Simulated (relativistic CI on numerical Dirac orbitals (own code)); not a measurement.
# Tc6+: M2,3 absorption edge

Computed with this model: Dirac-Coulomb-Breit CI, KLI orbitals optimised for each configuration, a model potential for QED, valence Slater integrals scaled by 0.8, multiplet model of core-to-valence dipole absorption; configurations [Kr] 4d → [Ne] 3s2 3p5 3d10 4s2 4p6 4d2; 10 K; Lorentzian 2 eV and Gaussian 0.4 eV FWHM. Energies are those of the free ion, without screening or charge transfer. The branching ratio is the share of the lower-energy edge in the whole absorption, uncertain by about 0.02 where the edges overlap. S is read from ⟨S²⟩ = S(S + 1).

Field parameters in Wybourne normalisation: D4h B²₀ = −7Ds, B⁴₀ = 21(Dq − Dt), B⁴₄ = 21√(5/14) Dq. The field is a parameter set, without covalency.

free ion: ground-state S = 0.50, centroid 446.06 eV, branching ratio 0.760. Peaks (eV, height): 441.8 (100), 460.2 (31).

D4h, 10Dq = 44550, Ds = -1500, Dt = 90 cm⁻¹: ground-state S = 0.50, centroid 447.16 eV, branching ratio 0.711. Peaks (eV, height): 439.0 (100), 444.2 (97), 458.5 (41), 464.2 (34).

D4h, 10Dq = 44550, Ds = -210, Dt = 90 cm⁻¹: ground-state S = 0.50, centroid 446.96 eV, branching ratio 0.721. Peaks (eV, height): 439.0 (100), 444.2 (91), 458.5 (40), 464.8 (32).

D4h, 10Dq = 44550, Ds = 3000, Dt = 90 cm⁻¹: ground-state S = 0.50, centroid 446.94 eV, branching ratio 0.724. Peaks (eV, height): 439.2 (100), 444.0 (83), 458.8 (35), 464.8 (29).

The statistical ratio of this edge is 2/3 = 0.667. Values above it arise where the holes sit mainly in the j = l + 1/2 valence subshell or the ground state has high spin; values below it where core-valence Coulomb terms move weight to the upper edge, as in nearly empty shells.

Strongest unbroadened transitions for D4h, 10Dq = 44550, Ds = 3000, Dt = 90 cm⁻¹:

```tsv
Energy (eV)	Relative strength
437.82	66.3
438.03	32.6
438.27	26.9
438.95	51.4
439.12	100.0
439.19	28.0
439.41	94.0
440.54	35.6
443.08	26.9
443.41	50.8
443.72	32.0
444.57	33.3
444.75	37.6
458.02	47.8
458.88	30.7
459.05	26.5
460.46	35.7
463.53	26.9
```
